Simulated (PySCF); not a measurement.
Ionisation energy of F(2+) by level of theory

F(2+) [He] 2s2 2p3 (4S) → F(3+) [He] 2s2 2p2 (3P), as a difference of total energies. Calculation: PySCF 2.14, in x2c-TZVPall (5s3p2d1f, 31 functions); the spin-free X2C one-electron Hamiltonian (Gaussian nucleus). Correlated levels: valence: 1s2 frozen. The calculations carry no spin-orbit coupling.

```json
{"method": "UHF", "ionisation energy (eV)": "62.248"}
{"method": "M06-L", "ionisation energy (eV)": "63.134"}
{"method": "BP86", "ionisation energy (eV)": "62.852"}
{"method": "MP2 (valence)", "ionisation energy (eV)": "62.816"}
{"method": "SCS-MP2 (valence)", "ionisation energy (eV)": "62.563"}
{"method": "CCSD (valence)", "ionisation energy (eV)": "62.597"}
{"method": "CCSD(T) (valence)", "ionisation energy (eV)": "62.598"}
```

Problem. How much does correlation contribute at CCSD(T) (valence)?

Solution. 62.598 − (62.248) = 0.350 eV, measured against UHF.

Errors of the correlated levels include the incompleteness of this basis and the frozen core.

For comparison: 62.708 eV (semi-empirical (NIST evaluation); NIST Atomic Spectra Database, ionization energies).
